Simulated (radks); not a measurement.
Problem. These are the eigenvalues of the occupied orbitals of an atom or ion with whole-number occupations (Ry). Method: Dirac Kohn-Sham, BLYP, spin-unpolarised, spherical densities, point nucleus; computed with a radial shooting solver on a logarithmic mesh with Libxc functionals.

orbital  eigenvalue
1s1/2     -1534.530
2s1/2     -219.8932
2p1/2     -202.8833
2p3/2     -194.1864
3s1/2     -39.25605
3p1/2     -32.72043
3p3/2     -31.26631
3d3/2     -19.69753
3d5/2     -19.41800
4s1/2      -6.56861
4p1/2      -4.65766
4p3/2      -4.43953
4d3/2      -1.65547
4d5/2      -1.63295

Which element is it, and in what charge state? The configuration may be excited. Open shells, if any, fill j = l - 1/2 first.

Solution. Z = 43, technetium, charge +2: Tc2+ in [Kr] 4d5. The list shows which subshells hold electrons but not how many an open one holds; the 1s level, -767.26 hartree, gives Z - s = 39.2 by -(Z - s)^2/2, which with screening and relativity narrows Z to a few neighbours, and the depths of the outer levels then fix element, charge and occupations together.
